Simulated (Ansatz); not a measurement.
A run for Ansatz (a quantum-chemistry and plane-wave program): R-BLYP/def2-TZVPP on AlFH4N2 (SMILES [NH2][Al]([NH2])[F]), a point of a torsion scan.

Ansatz 0.2 input:
```yaml
crystal:
  periodic: [false, false, false]
  atoms:
    - {symbol: N, position_ang: [1.43900809, -0.54694686, 0.20397322]}
    - {symbol: Al, position_ang: [0.35076340, 0.80538886, 0.57976319]}
    - {symbol: N, position_ang: [0.44436330, 2.42396462, -0.13908351]}
    - {symbol: F, position_ang: [-0.88976923, 0.52006802, 1.63354338]}
    - {symbol: H, position_ang: [1.64765018, -1.29896816, 0.84606831]}
    - {symbol: H, position_ang: [2.16963323, -0.49502434, -0.48983697]}
    - {symbol: H, position_ang: [-0.22265358, 3.16128752, 0.03947696]}
    - {symbol: H, position_ang: [1.13313808, 2.74321259, -0.80182480]}
basis:
  gaussian:
    orbitals: def2-TZVPP
hamiltonian:
  xc: {name: BLYP}
scf: {lower_state_search: off}
```

It printed:

```
WARN ansatz: RAYON_NUM_THREADS=1 ignored (pool sized by the plan → 1); use --threads N
Functional definition: BLYP
these checks for a lower state are left out or cut short: stability, starts, cluster_reference, orbital_swaps, neighbouring_geometries, increment
integrals: 0.09 GiB planned
971 factors; their error is unknown
mean field: 0.66 GiB planned
mean field evaluation 1: about -12340.9291 eV, gradient 1.2e2 eV
mean field evaluation 2: about -12249.3420 eV, gradient 2.0e2 eV
mean field evaluation 4: about -12364.4227 eV, gradient 2.3e1 eV
mean field evaluation 8: about -12365.1945 eV, gradient 1.8e-1 eV
mean field evaluation 16: about -12365.1815 eV, gradient 7.8e-5 eV
mean field -12365.18145205 eV, -454.4120369418 hartree, gradient 9.0e-7 eV, S^2 0.000000; 0 other end points of the search recorded, 0 dependent functions left out
reference -12365.18176991 eV, -454.4120486231 hartree; 20, 20 occupied and 171, 171 virtual orbitals, 971 factors
Total energy: -12365.18176991 eV, -454.4120486231 hartree
Checks for a lower state left out: stability, starts, cluster_reference, orbital_swaps, neighbouring_geometries, increment
```

The calculation finished and met its thresholds.

Cost: about 1.5 core-seconds (a rough figure).
